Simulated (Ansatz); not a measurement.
Born–Oppenheimer molecular dynamics of ClH5O3SSn (11 atoms, charge 0, multiplicity 1). It starts at the highest image of a converged band, a first-order saddle point between two minima.

Method: RKS PBE/def2-SVP (Ansatz).

```json
{"ensemble": "NVE (velocity Verlet)", "time step": "0.5 fs", "steps asked": "200", "starting velocities drawn for": "300 K", "seed": "11368"}
```

First frame:

```xyz
11
Properties=species:S:1:pos:R:3
Sn 0.241 0.355 -0.032
Cl -0.467 0.019 2.721
O 1.966 -0.059 -0.972
H 1.874 -0.968 -1.325
O -1.058 1.608 -0.890
H -1.797 1.061 -1.230
O -0.600 -1.466 -0.192
H -0.948 -1.709 0.690
S 1.418 2.152 1.371
H 2.557 1.400 1.393
H 0.527 1.145 2.443
```

Q: How far do the bonds stretch over the last three quarters of this one trajectory? (Pairs bonded in most of those frames.)

A: 
| bond | mean (Å) | spread (Å) | shortest | longest |
| --- | --- | --- | --- | --- |
| Sn1–Cl2 | 2.917 | 0.055 | 2.84 | 3.01 |
| Sn1–O3 | 2.006 | 0.008 | 1.99 | 2.02 |
| Sn1–O5 | 2.004 | 0.005 | 2.00 | 2.01 |
| Sn1–O7 | 2.021 | 0.016 | 1.99 | 2.04 |
| Sn1–S9 | 2.541 | 0.058 | 2.45 | 2.61 |
| Cl2–H11 | 1.438 | 0.057 | 1.34 | 1.54 |
| O3–H4 | 0.981 | 0.002 | 0.98 | 0.98 |
| O5–H6 | 0.980 | 0.004 | 0.97 | 0.99 |
| O7–H8 | 0.981 | 0.032 | 0.93 | 1.03 |
| S9–H10 | 1.373 | 0.052 | 1.30 | 1.45 |

Mean temperature of the second half: 155 K. The conserved energy stayed within 0.25 meV per atom of its start (net change 0.14 meV per atom), so the integration is sound. A run of 0.1 ps of so small a system gives no equilibrium averages. The orbitals stay closed-shell, which can raise the energy where a bond breaks towards radicals; this wasn't checked here.

The run took 5.1 min on 4 threads of Arm Neoverse V2 (shared host), peak memory 0.19 GiB.
